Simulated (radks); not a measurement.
Spherical jellium clusters: N electrons in a uniform positive sphere of charge N and radius rs N^(1/3), rs = 3.46 bohr. Method: non-relativistic Kohn-Sham, LDA (Slater exchange, Perdew-Wang correlation), spin-polarised, spherical densities; computed with a radial shooting solver with Libxc functionals. Levels are named by radial order and angular momentum (1s, 1p, 1d, 2s, ...), and open shells are averaged over m.

N = 16, configuration 1s2 1p6 1d(up 5, down 3). This is the lowest configuration that the search found. Occupied and some empty levels:

level    occupation  eigenvalue (eV)  <r> (bohr)
1s up             1          -6.0401       5.335
1s down           1          -5.8848       5.244
1p up             3          -4.8037       6.514
1p down           3          -4.6076       6.503
1d up             5          -3.3373       7.409
1d down           3          -3.1372       7.448
2s up             0          -2.8646       6.538
2s down           0          -2.7633       6.616
1f up             0          -1.7143       8.326
1f down           0          -1.5330       8.424
2p up             0          -1.2541       8.736
2p down           0          -1.1614       8.878

Energy (eV): total -27.6472, kinetic 36.162, external -938.38, Hartree 460.33, exchange-correlation -65.157, background 479.39.

Electron density:

r (bohr)  n(r) (e/bohr^3)
0.285            0.003018
1.36             0.003413
2.43             0.004305
3.50             0.005507
4.58             0.006547
5.65             0.006748
6.72             0.005661
7.80             0.003649
8.87             0.001771
9.95            0.0006961
11.0            0.0002423
12.1           0.00007904
13.2           0.00002452
14.2            7.512e-06
